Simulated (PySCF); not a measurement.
PySCF 2.14 output of a UHF calculation on a single atom or ion in aug-cc-pwCVTZ-DK3 with one added diffuse shell each of s, p, d, f type (11s10p8d5f1g, 125 functions), with the spin-free X2C one-electron Hamiltonian (Gaussian nucleus):

```
SCF conv_tol = 1e-09
number electrons alpha = 27  beta = 23
cycle= 1 E= -6789.4724741304  delta_E= -2.55e-10  |g|= 9.59e-06  |ddm|= 0.000103
converged SCF energy = -6789.4724741304  <S^2> = 6.0034355  2S+1 = 5.001374
```

The run itself started from symmetry-adapted Hartree-Fock orbitals and held the occupation by maximum overlap, so the iterations belong to that start.

Problem. Which element, charge and spin multiplicity is this?

Solution. Te²⁺ (tellurium, charge +2), multiplicity 5; the state was [Kr] 4d10 5s1 5p3, high-spin 5S determinant (an excited configuration).
